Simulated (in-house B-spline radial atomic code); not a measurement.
Configurations of the calcium ion Ca⁴⁺, with energies counted from [Ne] 3s2 3p4. All numbers are computed (non-relativistic B97-1, spin-polarised, spherical fractional occupations, exact exchange averaged over the configuration; point nucleus) with an all-electron radial atomic-structure program (B-spline basis), not measured. Shells without spins written out take the highest spin.

```tsv
configuration	E - E(ref) (eV)	highest orbital	its <r> (bohr)
[Ne] 3s1 3p4 3d1	44.78	3d up	1.256
[Ne] 3s1 3p4 4s1	62.137	4s up	2.501
[Ne] 3s1 3p4 4p1	67.933	4p up	2.727
[Ne] 3s1 3p4 4d1	76.3	4d up	3.189
```

Task: Order these further configurations by energy, lowest first.
A. [Ne] 3s2 3p3 4f1
B. [Ne] 3s2 3p3 4s1
C. [Ne] 3s2 3p3 4d1
D. [Ne] 3s2 3p3 4p1

Result: B (42.367 eV), D (48.144 eV), C (56.498 eV), A (61.876 eV).
